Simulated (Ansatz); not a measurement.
One group Y is varied and pulled off as a radical: Y-Sn(OH)3. All species are isolated molecules in the gas phase. Each species was relaxed from one start; no search for lower structures was made at this level. In the def2 sets, heavy atoms carry core potentials. Strings in code marks are SMILES.

Level of theory: B3LYP-D3(BJ)/def2-TZVP // PBE0-D3(BJ)/def2-SVP in Ansatz (a quantum-chemistry and plane-wave program). All candidates: neutral, multiplicity 1. B3LYP has the VWN-RPA correlation part, as in Gaussian. 

```yaml
HOMO: -6.88 eV
LUMO: -1.55 eV
HOMO–LUMO gap: 5.32 eV
```

### Question
Name which member has these values.
A. `C[CH](C)[Sn]([OH])([OH])[OH]`
B. `[OH][Sn]([OH])([OH])[CH2]c1ccccc1`
C. `[OH][Sn]([OH])([OH])[CH2]C(F)(F)F`
D. `[OH][Sn]([OH])([OH])[C](F)(F)F`

### Answer
B, `[OH][Sn]([OH])([OH])[CH2]c1ccccc1`. The others give `[OH][Sn]([OH])([OH])[CH2]C(F)(F)F`: -8.60 eV, -1.68 eV, 6.92 eV; `[OH][Sn]([OH])([OH])[C](F)(F)F`: -8.63 eV, -2.10 eV, 6.54 eV; `C[CH](C)[Sn]([OH])([OH])[OH]`: -7.62 eV, -1.24 eV, 6.38 eV
